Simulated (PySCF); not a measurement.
Species: `C=C[P@@](=O)(O)C(C)C`. The columns A, B, C and D hold Mulliken, IAO, Hirshfeld and ESP-fitted charges (e) of one PBE0/pcSseg-1 density (PySCF), in a shuffled order. Coordinates in Å (GFN2-xTB); the density's dipole moment is (-0.02, 0.78, 2.17) D.

```
atom       x       y       z       A       B       C       D
  C1   2.885   0.593   0.025  -0.102  -0.064  -0.260  -0.272
  C2   1.882   0.058   0.695  -0.481  -0.099  -0.433  -0.300
  P3   0.521  -0.735  -0.213  +1.167  +0.476  +1.682  +0.899
  O4   0.716  -0.835  -1.664  -0.610  -0.393  -0.921  -0.644
  O5   0.419  -2.201   0.471  -0.516  -0.247  -0.772  -0.686
  C6  -1.035   0.092   0.340  -0.570  -0.064  -0.344  +0.230
  C7  -0.953   1.548  -0.092  -0.232  -0.120  -0.423  -0.543
  C8  -2.199  -0.636  -0.312  -0.230  -0.120  -0.422  -0.472
  H9   2.881   0.568  -1.053  +0.145  +0.053  +0.170  +0.172
 H10   3.728   1.065   0.505  +0.128  +0.057  +0.158  +0.164
 H11   1.834   0.048   1.774  +0.138  +0.052  +0.163  +0.164
 H12   0.653  -2.844  -0.201  +0.250  +0.181  +0.378  +0.460
 H13  -1.104   0.019   1.428  +0.149  +0.043  +0.146  +0.030
 H14  -0.109   2.045   0.386  +0.128  +0.034  +0.142  +0.111
 H15  -1.866   2.082   0.167  +0.127  +0.045  +0.144  +0.152
 H16  -0.811   1.599  -1.170  +0.130  +0.043  +0.151  +0.159
 H17  -3.141  -0.133  -0.096  +0.121  +0.044  +0.143  +0.132
 H18  -2.054  -0.661  -1.391  +0.132  +0.041  +0.152  +0.133
 H19  -2.260  -1.660   0.052  +0.126  +0.038  +0.148  +0.112
```

Task: Which column most likely holds the ESP-fitted charges?

Result: D. Σ q r misses the density's dipole by 0.03 D (D), 0.54 D (B), 0.87 D (C), 1.85 D (A). Charges fitted to the outside potential are the only set here that is tied to the molecule's multipoles.

Task: And the Hirshfeld charges?

Result: B. The mean sizes are 0.116 e (B), 0.289 e (A), 0.307 e (D), 0.376 e (C), and Hirshfeld charges are commonly the smallest of these schemes.

As computed, A = Mulliken, B = Hirshfeld, C = IAO, D = ESP-fitted. Hydrogens on carbon: Mulliken +0.12 to +0.15, Hirshfeld +0.03 to +0.06, IAO +0.14 to +0.17, ESP-fitted +0.03 to +0.17 e.

The ESP scheme is a least-squares fit of atom-centred charges to the potential on four shells outside the van der Waals surface, with the total charge fixed. The Mulliken scheme gives each basis function's population to the atom it is centred on and halves the overlap population of two atoms between them.

Geometry: GFN2-xTB, one conformer, isolated molecule.

The run behind these numbers computed NMR shieldings as well. The run took about 90 s of CPU time (one thread, shared machine).

Shape of the structure used: `[CH2:1]=[CH:2][P@@:3](=[O:4])([OH:5])[CH:6]([CH3:7])[CH3:8]`: C1–C2–P3–O4 6°, C2–P3–C6–C7 64°, H–O5–P3–C2 -115°.
